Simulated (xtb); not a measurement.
CH5ClF2Si2, SMILES FC[Si@](F)([SiH3])Cl. All values are semi-empirical tight-binding results from xtb (GFN2-xTB unless named), good for trends rather than for accurate numbers. Geometry optimised at GFN2-xTB. The structure was generated by enumeration; whether it is a known compound was not checked. The values are those of a single conformer.

Optimised geometry:

```xyz
11

F     -1.1903    -2.1193     0.7090
C     -1.5861    -0.8257     0.4176
Si    -0.0791     0.1944    -0.2163
F     -0.4073     0.3677    -1.7978
Si     1.9478    -0.8900     0.0326
Cl    -0.2976     2.0691     0.5059
H     -2.0221    -0.4292     1.3382
H     -2.3768    -0.9104    -0.3335
H      1.8960    -2.2076    -0.6007
H      3.0278    -0.1191    -0.5922
H      2.2667    -1.0522     1.4525
```
Charge 0, spin multiplicity 1.

Computed properties:
```
Property                                         Result
----------------------------------------  -------------
orbital gap                                     4.50 eV
dipole moment                                    0.93 D
zero-point energy                         35.9 kcal/mol
G − E(el) at 298.15 K (modified RRHO)     13.1 kcal/mol
static polarisability (D4 model)             86.8 bohr³
solvation energy, GFN2-xTB/ALPB(water)    -1.7 kcal/mol
solvation energy, GFN2-xTB/ALPB(benzene)  -3.6 kcal/mol
```

Computed atomic charges and the Wiberg bond orders between heavy atoms:
charges (e) F1 -0.28, C2 0.00, Si3 0.52, F4 -0.27, Si5 0.40, Cl6 -0.23, H7 0.04, H8 0.05, H9 -0.07, H10 -0.08, H11 -0.08. Bond orders F1–C2 0.94, C2–Si3 0.84, Si3–F4 1.10, Si3–Si5 0.78, Si3–Cl6 1.11.
